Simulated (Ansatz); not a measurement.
H3NPb (SMILES [NH2][PbH]) moved off its minimum; all values from Ansatz (an electronic-structure program), cores frozen in correlated methods. Elements past Kr take the def2 small-core potentials, without spin–orbit coupling.
(charge 0, multiplicity 1)
```xyz
5

Pb    -0.00616     0.12228     0.06775
H     -0.82754     1.30688    -1.30406
N      0.59762    -1.26998    -1.39026
H      0.48987    -1.26383    -2.40301
H      1.13143    -2.25844    -0.99990
```

Q: Give the forces (eV/Å), the total energy and the dipole at CCSD(T)/def2-TZVPPD.

A: 
```csv
atom,Fx,Fy,Fz
Pb1,-0.538,0.868,-0.287
H2,0.374,-0.508,0.571
N3,2.074,-3.890,1.194
H4,0.112,-0.202,0.350
H5,-2.022,3.732,-1.829
```
Energy -248.3582 hartree, dipole 1.61 D.
